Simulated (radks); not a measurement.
Results of a calculation; reference values are marked as such.
Problem. All-electron atom: Ho II in [Xe] 4f10 6s1 6p1 (not the ground configuration). Level of theory: scalar-relativistic Kohn-Sham, LDA (Slater exchange, Perdew-Wang correlation), spin-unpolarised, spherical densities, point nucleus (a radial shooting solver on a logarithmic mesh with Libxc functionals). Some entries of the table are withheld. Estimate them.

orbital  occ.  eigenvalue (eV)  <1/r> (bohr^-1)
1s          2        -55467.21            76.01
2s          2        -9293.388            17.68
2p          6        -8238.224            16.38
3s          2        -2089.223            6.509
3p          6        -1766.827            6.093
3d         10        -1356.972            5.780
4s          2        -426.2399            2.754
4p          6        -319.9664            2.523
4d         10        -176.3916            2.229
5s          2         -64.8000              (1)
5p          6         -39.3035           0.8902
4f         10         -19.7810            1.662
6s          1              (2)           0.3773
6p          1          -7.2096           0.2955

Solution. 
(1) 5s <1/r> (bohr^-1): 1.060
(2) 6s eigenvalue (eV): -11.5363
